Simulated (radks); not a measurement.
The numbers below are computed, except where a source is named.
Q: These are the eigenvalues of the occupied orbitals of an atom or ion with whole-number occupations (hartree). Code: a radial shooting solver on a logarithmic mesh with Libxc functionals. Model: scalar-relativistic Kohn-Sham, r2SCAN, spin-polarised, spherical densities, finite nucleus; meta-GGA in the generalised Kohn-Sham scheme; Fermi nuclear charge, rms radius of each element as measured or else 0.836 A^(1/3) + 0.57 fm.

orbital  eigenvalue
1s        -57.21219
2s         -5.36828
2p         -3.88588

Which element is it, and in what charge state? The configuration may be excited. Open shells, if any, are filled with parallel spins first.

A: Z = 13, aluminium, charge +3: Al3+ in [Ne]. The list shows which subshells hold electrons but not how many an open one holds; the 1s level, -57.212 hartree, gives Z - s = 10.7 by -(Z - s)^2/2, which with screening and relativity narrows Z to a few neighbours, and the depths of the outer levels then fix element, charge and occupations together.
